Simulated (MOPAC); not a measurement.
Input file for MOPAC: PM7 on S2+, 2S+1 = 2, a spin state set in the input, which need not be the lowest, a point of a bond scan (R = 1.982 Å). Charge +1.

```
PM7 1SCF PRECISE CHARGE=1 UHF MS=0.5 THREADS=1
S2

S      0.00000000 1     0.00000000 1     0.00000000 1
S      0.00000000 1     0.00000000 1     1.98205100 1
```

It printed:

```
*******************************************************************************
 **                                                                           **
 **                              MOPAC v23.2.5                                **
 **                                                                           **
 *******************************************************************************
 ** MOPAC's Digital Object Identifier: https://doi.org/10.5281/zenodo.6511958 **
 **                                                                           **
 ** Please cite the open-source release paper for use of this MOPAC version:  **
 ** J. E. Moussa and J. J. P. Stewart (2026)                                  **
 ** MOPAC: An open-source semiempirical molecular orbital program             **
 ** J. Open Source Softw., 11(119), 8025, https://doi.org/10.21105/joss.08025 **
 *******************************************************************************

                              PM7 CALCULATION RESULTS

 *******************************************************************************
 *  PM7        - The PM7 Hamiltonian to be used
 *  UHF        - UNRESTRICTED HARTREE-FOCK CALCULATION
 *
 *
 *
 *                 CHARGE ON SYSTEM = +1
 *
 *
 *
 *  MS=        - IN MECI, MAGNETIC COMPONENT OF SPIN =  0.5
 *  PRECISE    - TIGHTER CRITERIA TO BE USED
 *  1SCF       - DO 1 SCF AND THEN STOP
 *  THREADS=1  - MULTI-THREADING NOT USED
 *  T=         - A TIME OF 172800.0 SECONDS REQUESTED
 *  DUMP=N     - RESTART FILE WRITTEN EVERY 7200.0 SECONDS REQUESTED
 *******************************************************************************
PM7 1SCF PRECISE CHARGE=1 UHF MS=0.5 THREADS=1
 S2

   ATOM   CHEMICAL          X               Y               Z
  NUMBER   SYMBOL      (ANGSTROMS)     (ANGSTROMS)     (ANGSTROMS)

     1       S          0.00000000  *   0.00000000  *   0.00000000  *
     2       S          0.00000000  *   0.00000000  *   1.98205100  *



          CARTESIAN COORDINATES

    NO.       ATOM           X           Y           Z

     1         S          0.0000      0.0000      0.0000
     2         S          0.0000      0.0000      1.9821

 General Reference for PM7:
 "Optimization of Parameters for Semiempirical Methods VI: More Modifications to the
 NDDO Approximations and Re-optimization of Parameters", J. J. P. Stewart, J. Mol. Mod., 1:32, 19 (2013)
 https://link.springer.com/article/10.1007/s00894-012-1667-x

           Empirical Formula: S2  =     2 atoms



      MOLECULAR POINT GROUP   :   D*h


          UHF CALCULATION, NO. OF ALPHA ELECTRONS =    6
                           NO. OF BETA  ELECTRONS =    5

 -------------------------------------------------------------------------------
 PM7 1SCF PRECISE CHARGE=1 UHF MS=0.5 THREADS=1
 S2



     1SCF WAS SPECIFIED, SO BFGS WAS NOT USED
     SCF FIELD WAS ACHIEVED


                              PM7 CALCULATION
                                                       MOPAC v23.2.5 Linux




          FINAL HEAT OF FORMATION =        243.06770 KCAL/MOL =    1016.99524 KJ/MOL


          COSMO AREA              =         85.21 SQUARE ANGSTROMS
          COSMO VOLUME            =         69.69 CUBIC ANGSTROMS

          IONIZATION POTENTIAL    =         14.759968 EV
          ALPHA SOMO LUMO (EV)    =        -14.760 -8.796
          BETA  SOMO LUMO (EV)    =        -16.318 -8.671
          NO. OF ALPHA ELECTRONS  =          6
          NO. OF BETA  ELECTRONS  =          5
          MOLECULAR WEIGHT        =         64.1200         POINT GROUP:  D*h

          MOLECULAR DIMENSIONS (Angstroms)

            Atom       Atom       Distance
            S     2    S     1     1.98205
            S     2    S     1     0.00000
            S     1    S     2     0.00000


          SCF CALCULATIONS        =          1





   ATOM   CHEMICAL          X               Y               Z
  NUMBER   SYMBOL      (ANGSTROMS)     (ANGSTROMS)     (ANGSTROMS)

     1       S          0.00000000  *   0.00000000  *   0.00000000  *
     2       S          0.00000000  *   0.00000000  *   1.98205100  *

                             CARTESIAN COORDINATES

   1    S        0.000000000     0.000000000     0.000000000
   2    S        0.000000000     0.000000000     1.982051000


           Empirical Formula: S2  =     2 atoms



      MOLECULAR POINT GROUP   :   D*h


          ALPHA EIGENVALUES
 -33.30986 -25.72498 -17.43059 -17.25635 -16.65992 -14.75997  -8.79610  -7.33593
  -6.77129  -6.59678  -6.59191  -6.28056  -6.27978  -6.19187  -6.18867  -6.11776
  -6.09470  -5.36344


           BETA EIGENVALUES
 -32.23528 -24.05252 -17.08782 -16.57893 -16.31801  -8.67124  -8.35242  -7.13323
  -6.72762  -6.63259  -6.46570  -6.15649  -6.12047  -6.08818  -5.99841  -5.98509
  -5.98282  -5.24281


              NET ATOMIC CHARGES AND DIPOLE CONTRIBUTIONS

  ATOM NO.   TYPE          CHARGE      No. of ELECS.   s-Pop       p-Pop       d-Pop
    1          S           0.500000        5.5000     1.95777     3.41331     0.12892
    2          S           0.500000        5.5000     1.95777     3.41331     0.12892
 DIPOLE           X         Y         Z       TOTAL
 POINT-CHG.     0.000     0.000     0.000     0.000
 HYBRID         0.000     0.000    -0.000     0.000
 SUM            0.000     0.000     0.000     0.000


          ATOMIC ORBITAL ELECTRON POPULATIONS

     Atom    s        px        py        pz      x^2-y^2     xz        z^2       yz        xy
    1  S   1.95777   1.46405   0.95924   0.99002   0.00115   0.03595   0.05106   0.04076   0.00000
    2  S   1.95777   1.46405   0.95924   0.99002   0.00115   0.03595   0.05106   0.04076   0.00000


                    (SZ)    =    0.500000
                    (S**2)  =    0.774539


          ATOMIC ORBITAL SPIN POPULATIONS

    Atom   Total    s     px     py     pz   x^2-y^2  xz     z^2    yz     xy
         Atomic
    1  S  0.5000  0.005  0.515  0.002 -0.009 -0.000 -0.015  0.005 -0.002 -0.000
    2  S  0.5000  0.005  0.515  0.002 -0.009 -0.000 -0.015  0.005 -0.002 -0.000

 **********************
 *                    *
 * JOB ENDED NORMALLY *
 *                    *
 **********************




 == MOPAC DONE ==
```

The run finished.

Cost: very roughly 0.03 core-seconds.
